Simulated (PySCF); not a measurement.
Molecule: SMILES C=CC[O+](C)[GaH3-], C$_{4}$H$_{11}$GaO.

Structure with atom numbers: `[CH2:1]=[CH:2][CH2:3][O+:4]([CH3:5])[GaH3-:6]`; H(Xn) means a hydrogen on atom n. Ha(C1) is cis to C3; Hb(C1) is trans to C3.

Geometry PBE0-D3(BJ)/def2-SVP throughout; GIAO in PySCF 2.14.0 with density-fitted response routines, gas phase, one conformer, non-relativistic; equivalent atoms averaged; basis pcSseg-1.

Question: How do the absolute shieldings σ depend on the functional? (a selection of nuclei; ppm; last column core-seconds on shared hosts with different chips, so compare them loosely)

Answer: 
```tsv
functional	kind	C2	C1	C3	C5	O4	H(C2)	Ha(C1)	H(Ga6)	H(C3)	core-s
HF	Hartree–Fock	50.5	60.8	121.6	138.2	347.9	25.34	26.11	27.59	27.72	13
LDA	LDA	33.2	44.9	94.5	118.0	307.2	24.18	25.12	25.41	26.53	24
PBE	GGA	39.3	51.3	97.8	119.4	299.8	24.69	25.63	26.20	26.97	28
BLYP	GGA	34.0	47.7	92.3	114.4	294.7	24.95	25.93	26.44	27.15	28
BP86	GGA	39.1	51.1	97.3	118.6	300.3	24.78	25.70	26.21	27.03	28
OPBE	GGA	50.9	61.3	108.0	127.3	302.1	24.71	25.62	26.51	27.03	28
KT2	GGA	51.0	62.3	102.4	123.4	300.4	24.84	25.77	26.18	26.97	54
KT3	GGA	52.3	63.9	104.4	124.2	296.5	25.02	25.97	26.72	27.16	54
B97-D	GGA	43.3	55.4	99.2	119.6	298.8	25.01	25.96	26.55	27.18	53
B3LYP	global hybrid	37.0	49.4	99.0	119.9	308.4	24.98	25.89	26.65	27.24	39
PBE0	global hybrid	43.0	53.5	105.6	125.7	315.7	24.79	25.65	26.52	27.13	25
mPW1PW91	global hybrid	42.3	52.7	104.9	124.8	314.8	24.87	25.72	26.60	27.18	37
WP04	global hybrid	32.7	44.0	93.6	112.5	292.3	25.45	26.29	27.66	27.54	30
B97-2	global hybrid	45.6	56.2	106.0	125.5	312.0	24.96	25.83	26.73	27.24	24
BHandHLYP	global hybrid	41.5	52.6	107.7	127.1	325.2	25.08	25.91	27.00	27.38	24
CAM-B3LYP	range-separated hybrid	38.1	49.6	103.2	123.6	320.7	24.91	25.77	26.65	27.21	34
wB97X-D	range-separated hybrid	42.8	52.9	106.4	125.8	320.1	24.95	25.76	26.68	27.27	32
LC-wPBE	range-separated hybrid	43.8	52.5	111.7	130.2	332.1	24.84	25.60	26.78	27.25	44
```

Question: Which nucleus among those listed moves most, in ppm?

Answer: O4 (donor oxygen of a Lewis adduct): from 292.3 ppm with WP04 to 347.9 ppm with HF. The smallest spread is 1.17 ppm, at Ha(C1). Proton shifts span only some 12 ppm, so a few tenths of a ppm matter as much there as several ppm in carbon.

Relativistic effects, spin–orbit coupling among them, are left out; they matter for Ga and for the light atoms bonded to it.
